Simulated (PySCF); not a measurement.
# Basis and Hamiltonian dependence of the ionisation energy of K

K [Ar] 4s1 (2S) → K⁺ [Ar] (1S). Calculated with PySCF 2.14 from differences of total energies of unrestricted determinants, without spin-orbit coupling. Values in eV.

| basis | Hamiltonian | functions | UHF | PBE | PBE0 | CCSD(T) (valence and next inner shell) |
| --- | --- | --- | --- | --- | --- | --- |
| def2-SVP | non-relativistic | 24 | 3.980 | 4.431 | 4.362 | n/a |
| x2c-SVPall | spin-free X2C | 24 | 3.995 | n/a | 4.380 | n/a |
| cc-pVDZ-X2C | spin-free X2C | 27 | 4.019 | 4.443 | n/a | n/a |
| 6-31G* | non-relativistic | 32 | 4.010 | n/a | n/a | n/a |
| def2-TZVPPD | non-relativistic | 36 | 4.009 | 4.438 | 4.370 | 4.250 |
| x2c-TZVPPall with one added diffuse shell each of s, p, d type | spin-free X2C | 42 | 4.023 | 4.456 | 4.387 | 4.266 |
| cc-pVTZ-X2C | spin-free X2C | 43 | 4.023 | n/a | 4.383 | n/a |
| dyall-av2z | non-relativistic | 66 | 4.007 | 4.445 | 4.373 | n/a |
| aug-cc-pwCVTZ-X2C | spin-free X2C | 84 | 4.023 | 4.465 | 4.392 | 4.322 |
| x2c-QZVPPall with one added diffuse shell each of s, p, d, f type | spin-free X2C | 89 | 4.022 | 4.463 | 4.390 | 4.315 |
| aug-cc-pwCVTZ-X2C with one added diffuse shell each of s, p, d, f type | spin-free X2C | 100 | 4.023 | 4.465 | 4.392 | 4.322 |
| dyall-av3z | non-relativistic | 118 | 4.008 | 4.448 | 4.375 | n/a |
| dyall-av3z | spin-free X2C | 118 | 4.023 | 4.465 | 4.392 | n/a |
| dyall-acv3z | spin-free X2C | 135 | 4.023 | n/a | n/a | n/a |

Frozen in the all-electron rows: valence: [Ar]; valence and next inner shell: [Ne].

Non-relativistic rows lack the scalar-relativistic shift.

Reference for a calculation without spin-orbit coupling: 4.341 eV (measured, between term centres; NIST).
